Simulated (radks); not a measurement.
The numbers below are computed, except where a source is named.
The mean radii <r> (bohr) of the occupied orbitals of an atom or ion are listed with their occupations. Code: a radial shooting solver on a logarithmic mesh with Libxc functionals. Model: scalar-relativistic Kohn-Sham, PBE, spin-unpolarised, spherical densities, point nucleus.

orbital  occ.      <r>
1s          2  0.08078
2s          2   0.3602
2p          3   0.3162

Name the element and its charge.

Answer. Z = 19, potassium, charge +12: K12+ in [He] 2s2 2p3. The 1s radius gives Z: for a bare nucleus <r> = (2 gamma + 1)/(2Z) with gamma = sqrt(1 - (Z/c)^2), 0.07844 bohr for Z = 19, and screening makes it slightly larger (0.08078 here). The occupations add up to 7, and the charge is Z minus that.
